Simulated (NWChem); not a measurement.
System: Si2H6O3; SMILES O[Si](O)(O)[SiH3]

```xyz
11

O     -1.4465    -0.0440    -1.1531
Si     0.0767    -0.0180    -0.4701
O      0.7577     1.3582    -1.1012
O      1.0077    -1.3250    -0.8860
Si    -0.0026    -0.0299     1.8653
H     -2.0020    -0.8066    -0.9377
H      0.1207     1.9682    -1.5014
H      1.3463    -1.3168    -1.7950
H     -0.6632    -1.2702     2.3644
H     -0.8038     1.1303     2.3478
H      1.3571     0.0555     2.4631
```
Atoms are numbered in this order, from 1.

Computed with NWChem. Pople sets run with spherical d functions. Coordinates come from a B3LYP/6-31G* (spherical d) optimisation. Atomic charges in e: unrestrained fits to the electrostatic potential beside Mulliken populations; buried atoms are poorly determined by the fit.

**Question.** Predict the results for Hartree-Fock/6-31G*. Quantities: ESP O1; Mulliken O1; ESP Si2; Mulliken Si2; ESP O3; Mulliken O3; ESP O4; Mulliken O4; ESP Si5; Mulliken Si5; relative RMS misfit of the potential (%).

**Answer.** 
```json
{
 "ESP O1": "-0.84",
 "Mulliken O1": "-0.90",
 "ESP Si2": "1.22",
 "Mulliken Si2": "1.36",
 "ESP O3": "-0.83",
 "Mulliken O3": "-0.90",
 "ESP O4": "-0.84",
 "Mulliken O4": "-0.89",
 "ESP Si5": "0.18",
 "Mulliken Si5": "0.29",
 "relative RMS misfit of the potential (%)": "22"
}
```
